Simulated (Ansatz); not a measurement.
CH4FO2Si, SMILES `CO[SiH]([O])F` radical. Charge 0, multiplicity 2. All single points use the PBE0-D4/def2-TZVP geometry. It is one conformer, not always the lowest.

```xyz
9

C    -0.271    1.201   -0.699
O     0.646    0.308   -0.097
Si    0.337   -1.102    0.620
O     1.469   -1.381    1.787
F    -1.144   -1.054    1.197
H    -0.400    0.952   -1.756
H    -1.244    1.175   -0.204
H     0.139    2.209   -0.623
H     0.467   -2.309   -0.225
```

Question: What is the dipole moment at PBE/def2-TZVPP? (Best estimate.)

Answer: Computed: 2.70 D, with components (-1.14, 1.13, -2.17) D in this frame, pointing from negative to positive charge.

Question: And with r2SCAN, B3LYP, ωB97M-V? (Best estimate.)

Answer: Ansatz gave: r2SCAN 2.53 D, B3LYP 2.53 D, ωB97M-V 2.44 D.

Question: Give the Mulliken charges with PBE, B3LYP, r2SCAN in def2-TZVPP. (Best estimate.)

Answer: Computed: 
```json
{"atom": "C1", "PBE": "-0.14", "B3LYP": "-0.12", "r2SCAN": "0.01"}
{"atom": "O2", "PBE": "-0.27", "B3LYP": "-0.35", "r2SCAN": "-0.36"}
{"atom": "Si3", "PBE": "0.69", "B3LYP": "0.82", "r2SCAN": "0.82"}
{"atom": "O4", "PBE": "-0.26", "B3LYP": "-0.28", "r2SCAN": "-0.28"}
{"atom": "F5", "PBE": "-0.27", "B3LYP": "-0.31", "r2SCAN": "-0.31"}
{"atom": "H6", "PBE": "0.11", "B3LYP": "0.11", "r2SCAN": "0.06"}
{"atom": "H7", "PBE": "0.11", "B3LYP": "0.11", "r2SCAN": "0.07"}
{"atom": "H8", "PBE": "0.11", "B3LYP": "0.12", "r2SCAN": "0.07"}
{"atom": "H9", "PBE": "-0.07", "B3LYP": "-0.08", "r2SCAN": "-0.08"}
```

B3LYP here is the variant with VWN-RPA as its local correlation; programs differ in this.
